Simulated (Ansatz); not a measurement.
Isomers of Al3Si (doublet), relaxed with PBE0-D4/def2-TZVP; total energies from Ansatz at ωB97M-V/def2-TZVP.

| isomer | description | energy (Eh) |
| --- | --- | --- |
| A | point group C2v; 3 × Al–Si 2.38 to 2.69 Å; 2 × Al–Al 2.55 Å | -1016.65498 |
| B | point group C2v; 2 × Al–Al 2.57 Å; 2 × Al–Si 2.36 Å | -1016.65059 |

The isomers come from a short search, and lower ones may exist.

**Question.** Work out the relative energies (1 Eh = 2625.5 kJ/mol) and the Boltzmann populations at 1200 K from electronic energies alone (R = 8.314 J/mol/K).

**Answer.** ΔE: A 0.0, B 11.5 kJ/mol. RT = 9.98 kJ/mol. Factors exp(−ΔE/RT): A 1, B 0.316; sum 1.316. Populations: A 76.0 %, B 24.0 %. Zero-point energy, vibrational entropy and symmetry numbers are left out and can shift these; an error of 4 kJ/mol changes a ratio by a factor of 1.5. Over the other density-functional and correlated levels in def2 sets, the gap between A and B ranges from 2 to 8 kJ/mol.
